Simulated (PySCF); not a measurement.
TeF4, SMILES F[Te](F)(F)F.

Coordinates come from a PBE-D3(BJ)/def2-SVP optimisation. A frequency run showed that this geometry is not a minimum. The isomer is the one that the SMILES or the coordinates give; other isomers of the formula were not compared. The def2 effective core potentials stand for the cores of Te; spin–orbit coupling is left out.

Level of theory: PBE-D3(BJ)/def2-SVP in PySCF.

Frequencies are harmonic and unscaled.

Modes within 1.5 cm⁻¹ of each other (mostly degenerate sets) share a row, with their intensities summed.

Q: List the normal modes with their intensities. (An estimate is asked for; the answer gives what the named calculation found.)

A: 
```tsv
mode	ν (cm⁻¹)	IR (km/mol)	moving atoms (share of kinetic energy)
1	77i	0.0	F 100 %
2	245	28.5	F 72 %, Te 28 %
3–4	254	25.0	F 89 %, Te 11 %
5	299	0.0	F 100 %
6	568	0.0	F 100 %
7	621	27.0	F 90 %, Te 10 %
8–9	629	214.9	F 80 %, Te 20 %
```
